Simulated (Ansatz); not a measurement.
The cluster Li₁₈, relaxed as a singlet with RKS PBE0/def2-SVP in Ansatz, starting from the GFN1-xTB geometry. Force threshold 0.02 eV/Å.

The restricted singlet is unstable towards broken spin symmetry in Hartree–Fock (as tested in another run); at PBE0/def2-SVP this wasn't settled. Another isomer (singlet) lies 0.20 eV lower at PBE0/def2-TZVP; other spin states weren't run for this one.

Start:

Cartesian coordinates in Å:
```
Li -1.933 -2.549 0.659
Li 0.424 2.076 -2.449
Li 1.404 -0.613 2.874
Li 0.715 -2.646 1.199
Li -2.098 2.650 0.890
Li 2.938 -0.655 0.669
Li 2.096 1.752 1.786
Li -2.085 1.578 -1.520
Li -0.732 -0.315 -3.083
Li -0.471 1.509 2.618
Li 2.140 -2.427 -1.083
Li 2.608 1.590 -0.850
Li 0.387 2.996 0.099
Li 1.853 -0.303 -2.550
Li -0.420 -2.598 -1.594
Li -1.222 -1.094 2.762
Li -2.873 0.102 1.007
Li -2.733 -1.054 -1.436
```

```csv
step,energy (eV),largest force component (eV/Å),SCF passes
1,-3669.5514,0.681,20
2,-3670.5976,0.432,24
3,-3671.1750,0.287,23
4,-3671.6283,0.230,28
5,-3671.9546,0.113,30
6,-3672.1175,0.085,32
7,-3672.2556,0.094,33
8,-3672.4027,0.088,34
9,-3672.5250,0.067,33
10,-3672.6019,0.038,33
11,-3672.6265,0.054,31
13,-3672.6332,0.022,29
15,-3672.6405,0.037,31
17,-3672.7215,0.094,31
19,-3673.0124,0.142,30
21,-3673.2415,0.128,30
23,-3673.3758,0.066,25
25,-3673.4548,0.083,28
27,-3673.5169,0.030,28
29 (rejected),-3673.5250,0.102,25
30,-3673.5444,0.007,26
```

Force components are those of the run's own axes.

End:

Cartesian coordinates in Å:
```
Li -1.628 -3.357 -0.537
Li 0.682 3.502 -1.718
Li 1.845 -1.346 3.952
Li 0.134 -1.983 1.642
Li -1.498 2.171 0.345
Li 2.758 -0.192 1.189
Li 1.648 3.097 1.340
Li -1.582 1.315 -2.608
Li -0.947 -1.899 -3.325
Li 0.078 0.646 2.432
Li 1.438 -1.947 -1.100
Li 3.493 1.869 -1.171
Li 0.937 1.126 -0.423
Li 1.323 0.454 -3.027
Li -1.006 -0.712 -0.871
Li -1.399 -1.175 4.194
Li -2.634 -0.635 1.364
Li -3.642 -0.935 -1.679
```

Bonds lost: Li1–Li16, Li1–Li17, Li1–Li18, Li2–Li8, Li2–Li9, Li2–Li12, Li2–Li14, Li3–Li7 (atoms count from 1). Bonds formed: Li4–Li10, Li6–Li10, Li6–Li13, Li8–Li14, Li8–Li15, Li13–Li14, Li13–Li15, Li15–Li17 (atoms count from 1). Metal–metal contacts that move far: Li6–Li11 2.62 to 3.17 Å, Li12–Li14 2.65 to 3.19 Å, Li5–Li17 2.67 to 3.19 Å, Li17–Li18 2.71 to 3.22 Å.

The force fell under the threshold at step 14, but the optimiser went on and released 0.910 eV more. No frequencies were taken in this run, so the end may be a saddle point.

Run time 1.7 min (4 threads of Intel Xeon 6975P-C on a shared host), peak host memory 0.65 GiB.
